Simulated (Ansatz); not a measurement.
Basis-set extrapolation for `CN[SiH2]O` (PBE0-D4/def2-TZVP geometry, frozen core, Ansatz). Multiplicity 1, RHF reference.

```
                      def2-TZVPP   def2-QZVPP
                 HF  -460.345749  -460.363950
    MP2 correlation    -0.757972    -0.813957
CCSD(T) correlation    -0.823165      not run
```

Energies in hartree. Use E(X) = E(∞) + A·exp(−7.88·√X) for Hartree–Fock and E(X) = E(∞) + B·X^(−2.97) for correlation, with X = 3 and 4, and add CCSD(T) minus MP2 of the smaller set to the MP2 limit.

Question: What is the CCSD(T) energy at the basis-set limit?

Answer: HF limit: -460.363950 + (-0.018201) × 0.13774 = -460.36646. MP2 limit: -0.813957 + (-0.055985) × 0.74074 = -0.85543. Higher-order term: -0.823165 − (-0.757972) = -0.06519. Total: -461.28708 hartree, 74.2 kcal/mol below CCSD(T)/def2-TZVPP.
